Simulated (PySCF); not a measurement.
PySCF input for In(OH)3 (H3InO3), SMILES [OH][In]([OH])[OH], TDDFT-B3LYP/def2-SVPD. Geometry: B3LYP-D3(BJ)/def2-SVP. The def2 effective core potentials stand for the cores of In; spin–orbit coupling is left out. One conformer was computed; it need not be the lowest.

```python
import numpy as np
from pyscf import gto, scf, dft, tdscf

mol = gto.M(
    atom='''
    In    0.01413030    0.00831101    0.00000000
    O     0.71943881    1.88053785   -0.00000000
    H     0.00401076    2.53219566   -0.00000000
    O     1.33093132   -1.48935456   -0.00000000
    H     0.86633848   -2.33905691    0.00000000
    O    -1.93127055   -0.50013243   -0.00000000
    H    -2.51553048    0.27121514    0.00000000
    ''',
    basis='def2-SVPD',
    ecp={'In': 'def2-svp'},
    charge=0,
    spin=0,
    symmetry=True,
    max_memory=1600,
    verbose=4,
)
mf = dft.RKS(mol, xc='b3lyp').density_fit(auxbasis='def2-universal-jkfit')
mf.grids.level = 3
mf.conv_tol = 1e-9
mf.max_cycle = 100
mf.kernel()
mf.grids = dft.Grids(mol).set(level=1).build(with_non0tab=True)  # coarser grid for the response kernel
td = tdscf.TDDFT(mf)
td.singlet = True
td.nstates = 10
td.conv_tol = 1e-4
td.kernel(x0=td.get_init_guess(mf, 15))
td.analyze()
tt = tdscf.TDA(mf)
tt.singlet = False
tt.nstates = 4
tt.conv_tol = 1e-4
tt.kernel(x0=tt.get_init_guess(mf, 9))
tt.analyze(verbose=3)
```

Output:

```
PySCF version 2.14.0

[INPUT] verbose = 4
[INPUT] num. atoms = 7
[INPUT] num. electrons = 48
[INPUT] charge = 0
[INPUT] spin (= nelec alpha-beta = 2S) = 0
[INPUT] symmetry True subgroup None
[INPUT] Mole.unit = angstrom
[INPUT] Symbol           X                Y                Z      unit          X                Y                Z       unit  Magmom
[INPUT]  1 In     0.014130300000   0.008311010000   0.000000000000 AA    0.026702397058   0.015705532719   0.000000000000 Bohr   0.0
[INPUT]  2 O      0.719438810000   1.880537850000   0.000000000000 AA    1.359542314283   3.553701503378   0.000000000000 Bohr   0.0
[INPUT]  3 H      0.004010760000   2.532195660000   0.000000000000 AA    0.007579237951   4.785156291212   0.000000000000 Bohr   0.0
[INPUT]  4 O      1.330931320000  -1.489354560000   0.000000000000 AA    2.515095685406  -2.814472220772   0.000000000000 Bohr   0.0
[INPUT]  5 H      0.866338480000  -2.339056910000   0.000000000000 AA    1.637142458372  -4.420176949671   0.000000000000 Bohr   0.0
[INPUT]  6 O     -1.931270550000  -0.500132430000   0.000000000000 AA   -3.649572411938  -0.945113318713   0.000000000000 Bohr   0.0
[INPUT]  7 H     -2.515530480000   0.271215140000   0.000000000000 AA   -4.753663665196   0.512522335436   0.000000000000 Bohr   0.0

nuclear repulsion = 195.904544732961
point group symmetry = Cs
symmetry origin: [2.48648173e-09 6.46485260e-09 0.00000000e+00]
symmetry axis x: [ 1.00000000e+00 -2.30128574e-09  0.00000000e+00]
symmetry axis y: [2.30128574e-09 1.00000000e+00 0.00000000e+00]
symmetry axis z: [0. 0. 1.]
num. orbitals of irrep A' = 88
num. orbitals of irrep A" = 37
number of shells = 51
number of NR pGTOs = 196
number of NR cGTOs = 125
basis = def2-SVPD
ecp = {'In': 'def2-svp'}


[settings echo left out]
init E= -396.208370611929
HOMO (A") = -0.76577507420172  LUMO (A') = -0.657218721801716  gap/eV = 2.95397
cycle= 1 E= -416.779305641264  delta_E= -20.6  |g|= 1.96  |ddm|= 13.5
HOMO (A') = -0.130685459068122  LUMO (A') = -0.0188840267796806  gap/eV = 3.04227
cycle= 2 E= -416.776257401698  delta_E= 0.00305  |g|=  2.1  |ddm|= 7.56
HOMO (A") = -0.342383908371805  LUMO (A') = -0.108802364229987  gap/eV = 6.35608
cycle= 3 E= -417.536011394  delta_E= -0.76  |g|= 0.338  |ddm|= 2.75
HOMO (A") = -0.298952223136141  LUMO (A') = -0.0966173716476852  gap/eV = 5.50581
cycle= 4 E= -417.545968904885  delta_E= -0.00996  |g|= 0.256  |ddm|= 0.521
HOMO (A") = -0.312985020237479  LUMO (A') = -0.0978868551347745  gap/eV = 5.85312
cycle= 5 E= -417.558923332892  delta_E= -0.013  |g|= 0.00453  |ddm|= 0.259
HOMO (A") = -0.31412400852847  LUMO (A') = -0.0982241852551411  gap/eV = 5.87493
cycle= 6 E= -417.55892670015  delta_E= -3.37e-06  |g|= 0.00325  |ddm|= 0.00838
HOMO (A") = -0.313837530469441  LUMO (A') = -0.0982739056063942  gap/eV = 5.86579
cycle= 7 E= -417.558928725561  delta_E= -2.03e-06  |g|= 0.00106  |ddm|= 0.00363
HOMO (A") = -0.313886569454477  LUMO (A') = -0.0983053938576433  gap/eV = 5.86626
cycle= 8 E= -417.558928953061  delta_E= -2.28e-07  |g|= 0.000128  |ddm|= 0.00108
HOMO (A") = -0.31388051464153  LUMO (A') = -0.0983016669279451  gap/eV = 5.86620
cycle= 9 E= -417.558928954122  delta_E= -1.06e-09  |g|= 0.000123  |ddm|= 0.000227
HOMO (A") = -0.313875368759475  LUMO (A') = -0.0983010962721949  gap/eV = 5.86607
cycle= 10 E= -417.558928957038  delta_E= -2.92e-09  |g|= 2.8e-05  |ddm|= 0.000126
HOMO (A") = -0.313876076155362  LUMO (A') = -0.0983007658512776  gap/eV = 5.86610
cycle= 11 E= -417.558928957206  delta_E= -1.67e-10  |g|= 1.97e-06  |ddm|= 2.99e-05
HOMO (A") = -0.313875773479178  LUMO (A') = -0.0983008473625233  gap/eV = 5.86609
Extra cycle  E= -417.558928957204  delta_E= 1.36e-12  |g|= 2.77e-06  |ddm|= 4.45e-06
converged SCF energy = -417.558928957204
tot grids = 31048


******** <class 'pyscf.tdscf.rks.TDDFT'> for <class 'pyscf.df.df_jk.DFSymAdaptedRKS'> ********
nstates = 10 singlet
deg_eia_thresh = 1.000e-03
wfnsym = None
conv_tol = 0.0001
eigh lindep = 1e-12
eigh level_shift = 0
eigh max_cycle = 100


Excitation energies (eV)
[4.62775814 4.67569258 5.36124958 5.47463196 5.83713204 6.67935568
 6.74449517 6.99142929 7.05145438 7.19352823]

** Singlet excitation energies and oscillator strengths **
Excited State   1:   A"      4.62776 eV    267.91 nm  f=0.0000
      24 -> 25        0.70134
Excited State   2:   A"      4.67569 eV    265.17 nm  f=0.0000
      23 -> 25        0.70251
Excited State   3:   A"      5.36125 eV    231.26 nm  f=0.0621
      21 -> 25        0.70204
Excited State   4:   A'      5.47463 eV    226.47 nm  f=0.1259
      22 -> 25       -0.65495
      23 -> 26       -0.22913
      24 -> 26       -0.11563
Excited State   5:   A'      5.83713 eV    212.41 nm  f=0.0560
      20 -> 25        0.62749
      23 -> 26       -0.14294
      24 -> 26        0.28300
Excited State   6:   A"      6.67936 eV    185.62 nm  f=0.0005
      22 -> 26        0.70586
Excited State   7:   A'      6.74450 eV    183.83 nm  f=0.0220
      19 -> 25        0.60971
      21 -> 26       -0.29927
      24 -> 26        0.16701
Excited State   8:   A'      6.99143 eV    177.34 nm  f=0.1267
      19 -> 25       -0.11888
      20 -> 25       -0.14833
      22 -> 25       -0.19913
      23 -> 26        0.34937
      24 -> 26        0.50632
Excited State   9:   A'      7.05145 eV    175.83 nm  f=0.1449
      18 -> 25       -0.10287
      20 -> 25       -0.24949
      22 -> 25        0.11916
      23 -> 26       -0.52218
      24 -> 26        0.30857
Excited State  10:   A"      7.19353 eV    172.36 nm  f=0.0011
      20 -> 26        0.70397

** Transition electric dipole moments (AU) **
state          X           Y           Z        Dip. S.      Osc.
  1         0.0000      0.0000      0.0113      0.0001      0.0000
  2        -0.0000     -0.0000     -0.0151      0.0002      0.0000
  3         0.0000      0.0000      0.6874      0.4725      0.0621
  4        -0.8524     -0.4601      0.0000      0.9384      0.1259
  5         0.2614     -0.5686      0.0000      0.3916      0.0560
  6         0.0000      0.0000     -0.0547      0.0030      0.0005
  7        -0.2962      0.2129      0.0000      0.1330      0.0220
  8        -0.8574      0.0686      0.0000      0.7399      0.1267
  9         0.1533      0.9028     -0.0000      0.8385      0.1449
 10         0.0000      0.0000     -0.0790      0.0062      0.0011

WARN: ECP detected. Skipping calculation of transition velocity and magnetic dipole moments, which have not yet been implemented.



******** <class 'pyscf.tdscf.rks.TDA'> for <class 'pyscf.df.df_jk.DFSymAdaptedRKS'> ********
nstates = 4 triplet
deg_eia_thresh = 1.000e-03
wfnsym = None
conv_tol = 0.0001
eigh lindep = 1e-12
eigh level_shift = 0
eigh max_cycle = 100


Excitation energies (eV)
[4.27623385 4.30511091 4.39509563 4.84497452]

** Triplet excitation energies and oscillator strengths **
Excited State   1:   A"      4.27623 eV    289.94 nm  f=0.0000
Excited State   2:   A"      4.30511 eV    287.99 nm  f=0.0000
Excited State   3:   A'      4.39510 eV    282.10 nm  f=0.0000
Excited State   4:   A"      4.84497 eV    255.90 nm  f=0.0000
```

Self-consistency was reached.

Cost: roughly 2.1 core-minutes.
